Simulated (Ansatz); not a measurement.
Species: H$_{6}$N$_{2}$S$_{2}$Si, SMILES `N[Si](N)(S)S` (charge 0, multiplicity 1).

Task: Give a relaxed geometry from B3LYP-D3(BJ)/def2-TZVP run with Ansatz (a first-principles code).

Result: One answer among several that fit: the end point of this relaxation, one of several conformers (outside a Z-matrix the atoms follow the SMILES, hydrogens last).
Z-matrix (Å, degrees):
```
Si
N 1 1.7060
H 2 1.0074 1 120.51
H 2 1.0082 3 111.91 1 148.79
N 1 1.7104 2 105.11 3 -170.96
H 5 1.0077 1 119.33 2 -167.13
H 5 1.0095 6 111.45 1 144.91
S 1 2.1528 2 102.20 3 -43.99
H 8 1.3428 1 95.12 2 161.06
S 1 2.1566 2 120.73 3 70.28
H 10 1.3451 1 94.59 2 77.00
```
